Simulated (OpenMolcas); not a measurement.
# Mo2+ in a point-charge field

Mo2+ among 6 point charges of -1.7 e arranged as a trigonal antiprism (D3d), 2.2 Å from the ion, with a polar angle of 53.6° against the regular 54.74°. The active orbitals were held to one l.

```json
{"Program": "OpenMolcas", "Method": "CASSCF", "Basis": "ANO-RCC-VDZP [6s5p3d1f]", "Scalar Hamiltonian": "DKH2, point nucleus", "Active space": "4 electrons in 5 orbitals (4d)", "State averaging": "2S+1 = 5 even, 5 roots; 2S+1 = 3 even, 45 roots; 2S+1 = 1 even, 50 roots", "Spin-orbit coupling": "state interaction with AMFI integrals over the reference wave functions"}
```

The lowest spin-free states (labels of D3, the rotations of D3d), above the lowest:

```json
{"State": "5E", "Degeneracy": "2", "E (cm-1)": "0.0", "Free-ion L (%)": "D (100)"}
{"State": "3E", "Degeneracy": "2", "E (cm-1)": "5680", "Free-ion L (%)": "H (43)"}
{"State": "3A2", "Degeneracy": "1", "E (cm-1)": "6417", "Free-ion L (%)": "H (44)"}
{"State": "5A1", "Degeneracy": "1", "E (cm-1)": "10168", "Free-ion L (%)": "D (100)"}
{"State": "5E", "Degeneracy": "2", "E (cm-1)": "11318", "Free-ion L (%)": "D (100)"}
{"State": "1A1", "Degeneracy": "1", "E (cm-1)": "13252", "Free-ion L (%)": "G (54)"}
{"State": "1E", "Degeneracy": "2", "E (cm-1)": "13664", "Free-ion L (%)": "G (50)"}
{"State": "1E", "Degeneracy": "2", "E (cm-1)": "14515", "Free-ion L (%)": "I (66)"}
{"State": "3A2", "Degeneracy": "1", "E (cm-1)": "14833", "Free-ion L (%)": "H (45)"}
{"State": "3E", "Degeneracy": "2", "E (cm-1)": "14976", "Free-ion L (%)": "H (86)"}
{"State": "3E", "Degeneracy": "2", "E (cm-1)": "15411", "Free-ion L (%)": "H (47)"}
{"State": "3E", "Degeneracy": "2", "E (cm-1)": "15737", "Free-ion L (%)": "F (45)"}
{"State": "3A1", "Degeneracy": "1", "E (cm-1)": "16136", "Free-ion L (%)": "F (47)"}
{"State": "3A2", "Degeneracy": "1", "E (cm-1)": "17675", "Free-ion L (%)": "F (99)"}
{"State": "3A1", "Degeneracy": "1", "E (cm-1)": "17705", "Free-ion L (%)": "G (87)"}
{"State": "1A1", "Degeneracy": "1", "E (cm-1)": "19294", "Free-ion L (%)": "G (41)"}
{"State": "3E", "Degeneracy": "2", "E (cm-1)": "20595", "Free-ion L (%)": "G (55)"}
{"State": "1E", "Degeneracy": "2", "E (cm-1)": "22271", "Free-ion L (%)": "I (60)"}
{"State": "1A2", "Degeneracy": "1", "E (cm-1)": "22368", "Free-ion L (%)": "I (92)"}
{"State": "1A1", "Degeneracy": "1", "E (cm-1)": "22699", "Free-ion L (%)": "I (64)"}
```

The lowest levels with spin-orbit coupling:

```tsv
E (cm-1)	Degeneracy	Label	2S+1	g
0.0	1	A1	5	
63.7	2	E	5	0.00 0.00 4.75
112.9	1	A2	5	
165.4	2	E	5	0.00 0.00 0.86
221.4	2	E	5	0.00 0.00 2.05
259.8	1	A1	5	
287.2	1	A2	5	
5579	1	A1	3	
5750	1	A2	3	
5932	2	E	3	0.00 0.00 2.16
6200	2	E	3	0.00 0.00 1.00
6722	1	A1	3	
6765	2	E	3	0.00 0.00 3.26
10255	1	A1	5	
10274	2	E	5	0.00 0.00 3.79
10314	2	E	5	0.00 0.00 7.67
11119	1	A1	5	
11121	1	A2	5	
11337	2	E	5	0.00 0.00 1.97
11510	2	E	5	0.00 0.00 2.01
```

Powder χT (cm3 K/mol): 0.0959 at 2 K, 0.479 at 10 K, 1.86 at 50 K, 2.36 at 100 K, 2.63 at 200 K, 2.72 at 300 K. The effective moment at 300 K is 2.828 √(χT) = 4.66 μB.

The lowest level has 2S+1 = 5, for which the spin-only value is χT = S(S+1) / 2 = 3.000 cm3 K/mol (g = 2). The computed 2.716 at 300 K differs by -0.284, through orbital momentum, spin-orbit coupling and any other state in reach.

An orbital doublet at a regular site is open to a Jahn-Teller distortion, which this geometry leaves out. Without dynamic correlation the repulsion within the d shell is too large (B by tens of per cent), so at a given field states of lower spin stand too high. This shell can be high or low spin here, a state of another spin lies low, and with metal d orbitals alone active their balance is uncertain, so the ground spin may be wrong. Point charges give a weaker field than real ligands, and real ions of this kind are as a rule low spin; the high spin found here belongs to the model. Point charges carry no covalency, so the field is a model and not that of real ligands. No measured value stands beside these numbers.

The RASSCF and RASSI steps took 26 s on 1 thread of AMD EPYC 9R14 (Zen 4) (shared host); the integral step is not counted.

With an even number of electrons the g values are those of a degenerate or nearly degenerate non-Kramers pair.
